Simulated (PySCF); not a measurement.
**`Cc1cnc2ccccc2n1`, C₉H₈N₂**

Molfile (atoms numbered from 1):
```
C9H8N2
     RDKit          3D

 19 20  0  0  0  0  0  0  0  0999 V2000
   -3.2412   -0.6896    0.4886 C   0  0  0  0  0  0  0  0  0  0  0  0
   -1.8618   -0.2807    0.0772 C   0  0  0  0  0  0  0  0  0  0  0  0
   -1.6730    0.6156   -1.0232 C   0  0  0  0  0  0  0  0  0  0  0  0
   -0.4978    1.0092   -1.4294 N   0  0  0  0  0  0  0  0  0  0  0  0
    0.5786    0.5279   -0.7556 C   0  0  0  0  0  0  0  0  0  0  0  0
    1.8842    0.9137   -1.1428 C   0  0  0  0  0  0  0  0  0  0  0  0
    2.9761    0.4270   -0.4611 C   0  0  0  0  0  0  0  0  0  0  0  0
    2.8052   -0.4599    0.6287 C   0  0  0  0  0  0  0  0  0  0  0  0
    1.5466   -0.8506    1.0254 C   0  0  0  0  0  0  0  0  0  0  0  0
    0.4052   -0.3655    0.3422 C   0  0  0  0  0  0  0  0  0  0  0  0
   -0.8333   -0.7542    0.7379 N   0  0  0  0  0  0  0  0  0  0  0  0
   -3.8461    0.1863    0.7723 H   0  0  0  0  0  0  0  0  0  0  0  0
   -3.7680   -1.1934   -0.3374 H   0  0  0  0  0  0  0  0  0  0  0  0
   -3.1806   -1.3738    1.3436 H   0  0  0  0  0  0  0  0  0  0  0  0
   -2.5492    0.9991   -1.5617 H   0  0  0  0  0  0  0  0  0  0  0  0
    1.9824    1.5987   -1.9870 H   0  0  0  0  0  0  0  0  0  0  0  0
    3.9840    0.7244   -0.7595 H   0  0  0  0  0  0  0  0  0  0  0  0
    3.6842   -0.8357    1.1576 H   0  0  0  0  0  0  0  0  0  0  0  0
    1.3856   -1.5330    1.8620 H   0  0  0  0  0  0  0  0  0  0  0  0
  1  2  1  0
  2  3  1  0
  3  4  2  0
  4  5  1  0
  5  6  2  0
  6  7  1  0
  7  8  2  0
  8  9  1  0
  9 10  2  0
 10 11  1  0
 11  2  2  0
 10  5  1  0
  1 12  1  0
  1 13  1  0
  1 14  1  0
  3 15  1  0
  6 16  1  0
  7 17  1  0
  8 18  1  0
  9 19  1  0
M  END
```

Method used: quadratic response CAM-B3LYP/aug-cc-pVDZ first hyperpolarisability, Taylor convention, gas phase in PySCF. Geometry: PBE0-D3(BJ)/def2-SVP.

**Question.** What is the first hyperpolarisability, and how does it disperse?

**Answer.** In au, Taylor convention; the vector part is βᵢ = ⅓ Σⱼ (βᵢⱼⱼ + βⱼᵢⱼ + βⱼⱼᵢ); β∥ is 3/5 of the vector part along the dipole, the dipole points from − to +:
| process | λ (nm) | β vector norm | β∥ | β HRS | depolarisation ratio |
| --- | --- | --- | --- | --- | --- |
| static β(0;0,0) | ∞ | 48.1 | -19.2 | 42.3 | 1.87 |
| second harmonic β(−2ω;ω,ω) | 1907 | 58.7 | -23.9 | 46.6 | 1.98 |
| Pockels β(−ω;ω,0) | 1907 | 51.5 | -20.7 | – | – |
| second harmonic β(−2ω;ω,ω) | 1064 | 90.5 | -38.1 | 59.4 | 2.30 |
| Pockels β(−ω;ω,0) | 1064 | 59.5 | -24.3 | – | – |

**Question.** Which lowest excitations, dipole and polarisabilities go with it?

**Answer.** S1 3.86 eV (f = 0.002); S2 4.51 eV (f = 0.095); S3 4.65 eV (f = 0.046); dipole 0.44 D; isotropic α 124.3 au static, 124.9 au at 1907 nm, 126.3 au at 1064 nm, 126.9 au at 953.5 nm, 133.6 au at 532 nm.
